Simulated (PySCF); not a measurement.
C4H7BFN, SMILES C=C=CB(F)NC.

The structure is a stationary point at r2SCAN-D4/def2-SVP. This is a generated structure with no PubChem entry under its InChIKey; it may be hypothetical. One conformer was computed; it need not be the lowest.

Level of theory: PySCF with HF/def2-TZVP.

The molecule is in vacuum.

- total energy = -334.30924 hartree
- point group = Cs
- highest occupied level = -9.99 eV
- lowest empty level = 3.04 eV
- orbital gap = 13.03 eV
- dipole moment = 2.33 D
- quadrupole, principal values (traceless, Buckingham form, about the centre of nuclear charge) = -1.70, -0.85, 2.54 D·Å
- mean static polarisability = 68.8 bohr³ (10.19 Å³)
- polarisability, principal values = 46.9, 63.5, 95.9 bohr³
